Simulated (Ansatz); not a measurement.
Calculated with Ansatz (gas phase, PBE0-D4/def2-TZVP geometries, no zero-point term in ΔE). CCSD(T)/CBS adds triple-zeta CCSD(T) − MP2 to the extrapolated MP2 energy (def2 sets, frozen cores). This one scheme is used for every species. DFT in def2-TZVPP. B3LYP here is the variant with VWN-RPA as its local correlation; programs differ in this. For Ga, Ge outer-core shells are correlated without core-valence functions, which leaves a few kJ/mol of doubt a bond. Scalar relativity is left out up to krypton. Each species was taken in one conformer, which may not be the lowest.

`F[CH2][GeH2][GeH3]` + `C[SiH2][GaH2]` → `C[SiH]([GaH2])[GeH2][GeH3]` + `CF`  (formal exchange of groups at a Ge–C bond)

`F[CH2][GeH2][GeH3]`:

```xyz
11

F     1.972   -1.110    0.268
C     0.696   -1.641    0.159
Ge   -0.652   -0.264    0.620
Ge   -0.209    1.753   -0.644
H     0.624   -2.501    0.830
H     0.554   -1.986   -0.869
H    -2.041   -0.839    0.277
H    -0.597    0.011    2.133
H     1.127    2.375   -0.214
H    -0.144    1.421   -2.144
H    -1.331    2.780   -0.418
```

`C[SiH2][GaH2]`:

Cartesian coordinates in Å:
```
C 1.028 0.012 1.254
Si -0.547 -0.432 0.329
Ga -0.675 0.457 -1.912
H 1.026 -0.418 2.258
H 1.130 1.095 1.347
H 1.907 -0.362 0.724
H -1.733 0.053 1.098
H -0.681 -1.919 0.255
H 0.478 1.336 -2.532
H -1.931 0.178 -2.821
```

`C[SiH]([GaH2])[GeH2][GeH3]`:

```xyz
16

C     1.531    0.000   -1.388
Si    1.052   -0.080    0.433
Ga    1.871   -1.998    1.623
Ge   -1.330   -0.168    0.599
Ge   -2.347    1.677   -0.602
H     1.216   -0.907   -1.908
H     1.061    0.855   -1.879
H     2.614    0.095   -1.501
H     1.451    1.188    1.115
H     2.293   -3.308    0.858
H     1.913   -2.014    3.196
H    -1.862   -1.490    0.004
H    -1.784   -0.124    2.072
H    -1.912    1.643   -2.078
H    -1.884    3.013    0.004
H    -3.883    1.617   -0.548
```

`CF`:

Z-matrix (Å, degrees):
```
C
F 1 1.376
H 1 1.092 2 109.1
H 1 1.092 2 109.1 3 -120.0
H 1 1.092 2 109.1 3 120.0
```

Task: Is it downhill or uphill in electronic energy at CCSD(T)/CBS, and by how much? (An estimate is asked.)

Result: The calculation gave: Downhill: ΔE = -66.2 kJ/mol.

Task: What do these levels give: r2SCAN-D4, ωB97M-V, PBE, B3LYP, SCS-MP2/def2-TZVPP, CCSD/def2-TZVPP? (Best estimate.)

Result: The calculation gave: r2SCAN-D4 -65.5, ωB97M-V -57.8, PBE -63.0, B3LYP -54.9, SCS-MP2/def2-TZVPP -60.9, CCSD/def2-TZVPP -60.6 kJ/mol.

Largest T1 diagnostic among the species: 0.012.

In def2-TZVPP, CCSD(T) changes the Hartree–Fock value by −12.1 kJ/mol (the triples alone add −2.5 kJ/mol) and MP2 by −16.0 kJ/mol. The D4 term adds −9.7 kJ/mol with B3LYP and −5.9 kJ/mol with PBE0; it sums over pairs of atoms, weighted by their polarisabilities, and B3LYP, whose exchange is more repulsive, gets the larger term.
